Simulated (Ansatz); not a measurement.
SiH2MeEt (C3H10Si), relaxed as a singlet with RKS PBE-D4/def2-SVP in Ansatz, starting from the GFN2-xTB geometry. Force threshold 0.02 eV/Å.

Start:

```tsv
atom	x (Å)	y (Å)	z (Å)
Si1	-0.691	0.603	-0.176
H2	-1.988	-0.053	-0.401
H3	-0.836	1.587	0.905
C4	-0.128	1.475	-1.765
H5	-0.013	0.775	-2.587
H6	0.825	1.978	-1.626
H7	-0.851	2.224	-2.072
C8	0.606	-0.702	0.317
C9	0.263	-1.417	1.618
H10	1.586	-0.232	0.421
H11	0.706	-1.445	-0.478
H12	1.019	-2.160	1.869
H13	0.198	-0.708	2.440
H14	-0.696	-1.924	1.535
```

```csv
step,energy (eV),largest force component (eV/Å),SCF passes
1,-11138.4206,1.079,18
2,-11138.5264,0.256,20
3,-11138.5355,0.068,20
4,-11138.5359,0.021,12
5,-11138.5360,0.009,20
```

Force components are those of the run's own axes.

End:

```
atom    x (Å)    y (Å)    z (Å)
 Si1  -0.6601   0.6089  -0.1947
  H2  -2.0036  -0.0514  -0.3954
  H3  -0.8214   1.6207   0.9151
  C4  -0.1320   1.4844  -1.7867
  H5  -0.0263   0.7608  -2.6208
  H6   0.8430   1.9960  -1.6521
  H7  -0.8777   2.2469  -2.0897
  C8   0.6097  -0.7021   0.3329
  C9   0.2597  -1.4389   1.6326
 H10   1.5975  -0.1977   0.4238
 H11   0.7190  -1.4229  -0.5078
 H12   1.0264  -2.1959   1.8998
 H13   0.1775  -0.7386   2.4898
 H14  -0.7118  -1.9700   1.5532
```

By distances, no bond broke or formed. The bond that changes most is Si1–H3, from 1.47 to 1.51 Å (atoms count from 1).

No frequencies were taken in this run, so the end may be a saddle point.

Run time 3.1 s (4 threads of AMD EPYC 7B13 on a shared host).
